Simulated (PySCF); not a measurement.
C4H5NS. Atoms are numbered in the order given.

```xyz
11

C     -0.1798    -2.4503     0.0000
C     -0.0322    -0.9584     0.0000
C     -1.0698    -0.0398     0.0000
S     -0.4504     1.5761     0.0000
C      1.1684     0.9081     0.0000
N      1.2295    -0.3974     0.0000
H     -1.2432    -2.7540     0.0000
H      0.3139    -2.8902    -0.8907
H      0.3139    -2.8902     0.8907
H     -2.1491    -0.2329     0.0000
H      2.0441     1.5744     0.0000
```
Charge 0, spin multiplicity 1.

The structure is a stationary point at PBE-D3(BJ)/def2-SVP.

Computed with PySCF with PBE0/def2-TZVP.

Isolated molecule, no solvent.

```yaml
total_energy: -608.07527 hartree
point_group: Cs
highest_occupied_level: -6.92 eV
lowest_empty_level: -0.80 eV
orbital_gap: 6.12 eV
dipole_moment: 1.25 D
quadrupole, principal values (traceless, Buckingham form, about the centre of nuclear charge): -4.49, -3.89, 8.37 D·Å
mean_static_polarisability: 69.0 bohr³ (10.23 Å³)
polarisability_principal_values: 44.8, 72.8, 89.5 bohr³
```
